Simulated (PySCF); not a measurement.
## Exercise with solution: entropy of an ideal gas

C3H5, SMILES [CH]=CC, multiplicity 2.

The structure is a stationary point at B3LYP-D3(BJ)/def2-TZVP. The isomer is the one that the SMILES or the coordinates give; other isomers of the formula were not compared.

B3LYP-D3(BJ)/def2-TZVP run with PySCF gives the harmonic wavenumbers 196, 410, 611, 792, 812, 934, 1065, 1111, 1275, 1406, 1484, 1484, 1687, 3012, 3027, 3072, 3119, 3247 cm⁻¹ and the rotational temperatures 2.7899, 0.4583, 0.4146 K. The molar mass is 41.07 g/mol, the symmetry number 1, the spin multiplicity 2.

**Question.** Work out the entropy at 298.15 K and 1 atm in the rigid-rotor, harmonic-oscillator model.

**Answer.** 
Translation (Sackur–Tetrode at 1 atm): S = R[1.5 ln M + 2.5 ln T − 1.16487] = 155.1 J/(mol K).
Rotation: q = (√π/σ) T^1.5/√(θA θB θC) = 12500, S = R[ln q + 3/2] = 90.9 J/(mol K).
Vibration: with u = 1.4388 ν/T, each mode gives R[u/(e^u − 1) − ln(1 − e^−u)]:
```tsv
ν (cm⁻¹)	modes	u	S (J/(mol K))
196	1	0.95	9.08
410	1	1.98	3.88
611	1	2.95	1.80
792	1	3.82	0.90
812	1	3.92	0.83
934	1	4.51	0.51
1065	1	5.14	0.30
1111	1	5.36	0.25
1275	1	6.15	0.13
1406	1	6.78	0.07
1484	2	7.16	0.11
1687	1	8.14	0.02
```
The stiffer modes add less than 0.005 each. Sum 17.9 J/(mol K).
Spin: R ln 2 = 5.8 J/(mol K).
Total 269.6 J/(mol K); the program's own thermochemistry gives 269.6. Translation makes up 58 % and vibration 7 %. Anharmonicity, hindered rotation and orbital degeneracy are left out.
